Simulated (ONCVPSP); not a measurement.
## Transferability test, ONCV potential for lanthanum

La, optimised norm-conserving Vanderbilt (ONCV), made with ONCVPSP 4.0.1 (PBE, scalar-relativistic). Core [Kr] 4d10, reference 5s2 5p6 5d1 6s2. Waves: 5s+6s: rc 2.35 bohr, ncon 4, nbas 7, qcut 3.9 1/bohr, 2 projectors; 5p: rc 1.75 bohr, ncon 5, nbas 10, qcut 5 1/bohr, 3 projectors, debl 3 Ha; 5d: rc 3.30 bohr, ncon 3, nbas 8, qcut 3.9 1/bohr, 3 projectors, debl 2.1 Ha; f scattering state at 0.15 Ha: rc 2.60 bohr, ncon 4, nbas 8, qcut 4.5 1/bohr, 2 projectors, debl 1.9 Ha. Local part: polynomial inside 1.30 bohr (lpopt 2, dvloc0 4 Ha). Core correction: none.

In the f channel the program set the typed energies aside and used -0.160, 1.740 Ha.

Energies are relative to the spin-unpolarised reference configuration 5s2 5p6 5d1 6s2; without spin polarisation the order of configurations can differ from experiment.

```csv
valence configuration,charge,ΔE all-electron (eV),error AE − PS (meV)
5s2 5p6 5d1 6s1,+1,5.966,-1.5
5s2 5p6 5d0 6s0,+3,35.804,+14
5s2 5p5 5d1 6s2,+1,26.972,-15
```

What are ΔE and the potential's error for 5s2 5p6 5d1 6s0?

ΔE = 16.854 eV all-electron; the error (AE − PS) is -6.6 meV.

Levels in the configuration 5s2 5p6 5d0 6s0:

```tsv
level	all-electron (eV)	pseudo (eV)
5s	-61.665	-61.645
5p	-44.743	-44.720
```

Note: no bound ghost flagged; GHOST(+) flagged for s at 117.2 eV.
